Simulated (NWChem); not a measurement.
# Basis-set convergence for SeSn

```xyz
2

Sn     0.0000     0.0000     0.9463
Se     0.0000     0.0000    -1.3916
```
Charge 0, spin multiplicity 1.

The numbers come from NWChem runs, not from measurements. The geometry was optimised at PBE0/def2-SVP with def2 effective core potentials on Sn, a minimum by its harmonic frequencies.

Quantity: dipole moment at the level PBE0.

Effective core potentials replace the inner electrons of Sn; spin-orbit coupling is left out. The structure started from a generated list of species.

The cost column gives rough processor time relative to def2-SVP; each entry includes its own SCF.

| basis | functions | dipole moment (D) | relative cost |
|---|---|---|---|
| def2-SVP | 58 | 2.91 | 1 |
| def2-SVPD | 73 | 3.17 | under 3 |
| def2-TZVP | 98 | 3.18 | under 3 |
| def2-TZVPP | 98 | 3.18 | under 3 |
| def2-TZVPD | 113 | 3.19 | under 3 |
| def2-QZVP | 157 | 3.17 | 10 |

Smallest basis within 0.03 D of def2-QZVP, the largest set run: def2-SVPD, with 73 functions against 157 and about 10 % of the time (also within reach: def2-TZVP, def2-TZVPP, def2-TZVPD). def2-QZVP isn't the basis-set limit itself, and a small set can land close by cancellation.
